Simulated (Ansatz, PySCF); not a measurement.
Reaction R1 + R2 → P1 + P2, each structure at its B3LYP-D3(BJ)/def2-TZVP stationary point, reached from a drawn start (curvature not checked).
P1: N atom, charge 0, multiplicity 4.
R1: N2 (SMILES N#N), charge 0, multiplicity 1.
P2: NO (SMILES [N]=O), charge 0, multiplicity 2.
R2: O atom, charge 0, multiplicity 3.

```tsv
level	reaction energy (kcal/mol)	minus CCSD(T)/CBS(aug-cc-pVTZ, aug-cc-pVQZ)
HF/aug-cc-pVDZ	59.12	-16.24
HF/aug-cc-pVTZ	61.82	-13.55
HF/aug-cc-pVQZ	62.02	-13.35
SVWN5/def2-TZVPPD	68.65	-6.72
PBE/def2-TZVPPD	71.67	-3.70
BLYP/def2-TZVPPD	74.07	-1.30
revPBE/def2-TZVPPD	71.40	-3.97
r2SCAN/def2-TZVPPD	67.90	-7.47
B97M-V/def2-TZVPPD	73.94	-1.43
B3LYP/def2-TZVPPD	74.61	-0.76
PBE0/def2-TZVPPD	72.20	-3.17
BHLYP/def2-TZVPPD	75.23	-0.14
M06-2X/def2-TZVPPD	75.33	-0.03
CAM-B3LYP/def2-TZVPPD	73.70	-1.67
wB97X-V/def2-TZVPPD	73.78	-1.59
wB97M-V/def2-TZVPPD	75.97	0.60
B2PLYP/def2-TZVPPD	75.56	0.20
MP2/aug-cc-pVDZ	71.06	-4.31
MP2/aug-cc-pVTZ	76.60	1.23
MP2/aug-cc-pVQZ	78.16	2.80
MP2/CBS(aug-cc-pVTZ, aug-cc-pVQZ)	79.16	3.79
SCS-MP2/aug-cc-pVDZ	74.20	-1.16
SCS-MP2/aug-cc-pVTZ	81.03	5.67
SCS-MP2/aug-cc-pVQZ	83.03	7.66
CCSD/aug-cc-pVDZ	66.98	-8.39
CCSD/aug-cc-pVTZ	72.74	-2.63
CCSD/aug-cc-pVQZ	74.17	-1.20
CCSD(T)/aug-cc-pVDZ	67.33	-8.03
CCSD(T)/aug-cc-pVTZ	73.08	-2.29
CCSD(T)/aug-cc-pVQZ	74.49	-0.88
CCSD(T)/CBS(aug-cc-pVTZ, aug-cc-pVQZ)	75.37	0.00
```

 The comparison column counts from a level with limits of its own.

P less R. No zero-point or thermal terms; singlets are restricted closed shells; open shells are unrestricted; no spin–orbit coupling.

Frozen-core correlation throughout. CBS(a, b) extrapolates the correlation energy as X⁻³ and adds the Hartree–Fock energy of set b.

Run with Ansatz (Gaussian orbitals); PySCF for M06-2X. All values are computed, each at the level named.

Ansatz is an electronic-structure program.
